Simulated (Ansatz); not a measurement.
`BC[SiH2]S` + H₂ → `BC[SiH3]` + H₂S at 500 K and 1 bar (hydrogenolysis of the Si–S bond).

Gas-phase electronic energies from Ansatz, PBE0-D4/def2-TZVP geometries. CCSD(T)/CBS is the MP2 limit (def2-TZVPP, def2-QZVPP) plus CCSD(T) − MP2 in def2-TZVPP, frozen cores. This one scheme is used for every species. Each species was taken in one conformer, which may not be the lowest.

```
    species  CCSD(T)/CBS energy (Eh)  H − E (kJ/mol)  S (J/(mol·K))
`BC[SiH2]S`               -753.93032           243.6          415.6
         H₂                 -1.17544            41.0          145.5
 `BC[SiH3]`               -356.11784           228.6          357.7
        H₂S               -398.97279            57.0          224.0
```

H − E and S are ideal-gas, rigid-rotor, harmonic terms from PBE0-D4/def2-TZVP, for one conformer and one mirror image of each species. The MP2-based limit puts H₂ 0.8 mEh under its directly extrapolated value; such offsets cancel only in part. 1 Eh = 2625.50 kJ/mol, R = 8.31446 J/(mol·K).

Q: By hand: ΔE, ΔH, ΔS and ΔG.

A: ΔE = (-356.11784) + (-398.97279) − (-753.93032) − (-1.17544) = 0.01513 Eh = 39.7 kJ/mol. Δ(H − E) = 228.6 + 57.0 − 243.6 − 41.0 = 1.0, so ΔH = 40.7 kJ/mol. ΔS = 357.7 + 224.0 − 415.6 − 145.5 = 20.6 J/(mol·K). ΔG = 40.7 − 500 × (20.6)/1000 = 30.4 kJ/mol.

Q: By hand: the equilibrium constant, and the temperature at which ΔG would vanish if ΔH and ΔS stayed fixed.

A: log₁₀ K = −ΔG/(RT ln 10) = -3.2. ΔG = 0 at ΔH/ΔS = 1976 K.

ΔH outweighs TΔS. A doubt of 5 kJ/mol in ΔE shifts log₁₀ K by 0.5 here. Other conformers and mirror images would add mixing entropy, several J/(mol·K) or more a flexible species. Modes under 60 cm⁻¹, often nearly free rotors, make the harmonic entropy too high. These are equilibria of isolated gas molecules and say nothing of rates. Largest T1 diagnostic: 0.011 (customary marks: 0.02 for closed shells, 0.045 for open ones).
